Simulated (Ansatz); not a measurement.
C6H10 (SMILES CC=C=CCC), singlet, geometry from GFN2-xTB; MP2/6-311G** run with Ansatz (an electronic-structure program).

The Ansatz input:
Ansatz 0.2 input:
```yaml
crystal:
  periodic: [false, false, false]
  atoms:
    - {symbol: C, position_ang: [2.53383569, -0.75153252, 1.00140892]}
    - {symbol: C, position_ang: [1.81333703, 0.49019694, 0.56657959]}
    - {symbol: C, position_ang: [0.52874840, 0.57265913, 0.40395586]}
    - {symbol: C, position_ang: [-0.75358148, 0.64117310, 0.22173562]}
    - {symbol: C, position_ang: [-1.44176133, 0.34050235, -1.08104035]}
    - {symbol: C, position_ang: [-2.42992445, -0.81332653, -0.92343860]}
    - {symbol: H, position_ang: [1.83536157, -1.57078108, 1.15148236]}
    - {symbol: H, position_ang: [3.06870634, -0.56757503, 1.93309703]}
    - {symbol: H, position_ang: [3.26471876, -1.04308476, 0.24718815]}
    - {symbol: H, position_ang: [2.43727875, 1.35973855, 0.39469379]}
    - {symbol: H, position_ang: [-1.40549787, 0.92234665, 1.04069549]}
    - {symbol: H, position_ang: [-1.98098017, 1.23315524, -1.41224065]}
    - {symbol: H, position_ang: [-0.69708620, 0.09137913, -1.83909588]}
    - {symbol: H, position_ang: [-1.91045211, -1.71589673, -0.60850068]}
    - {symbol: H, position_ang: [-2.93289470, -1.01512893, -1.86671326]}
    - {symbol: H, position_ang: [-3.18307746, -0.57218808, -0.17581264]}
basis:
  gaussian:
    orbitals: 6-311G__.json
magnetization: {spin_polarized: false}
correlation: {method: mp2}
```
The basis file holds 6-311G** in the JSON format of the Basis Set Exchange.

Task: Write the output that Ansatz gives for this input, abridged.

Result: 
```
Functional definition: HF
1350 factors; integrals over basis functions are off by at most 1.1e-3 eV
mean field evaluation 1: about -6337.1320 eV, gradient 3.5e1 eV
mean field evaluation 2: about -6337.2700 eV, gradient 3.5e1 eV
mean field evaluation 4: about -6341.0079 eV, gradient 3.7e0 eV
mean field evaluation 8: about -6341.0578 eV, gradient 2.1e-1 eV
mean field -6341.05804304 eV, -233.0295849581 hartree, gradient 5.8e-6 eV, S^2 0.000000; 0 other end points of the search recorded, 0 dependent functions left out
6 core orbitals not correlated
reference -6341.05804304 eV, -233.0295849581 hartree; 17, 17 occupied and 145, 145 virtual orbitals, 1350 factors
second order -23.58764016 eV of doubles, -0.00000000 eV of singles
Total energy: -6364.64568320 eV, -233.8964147458 hartree
```
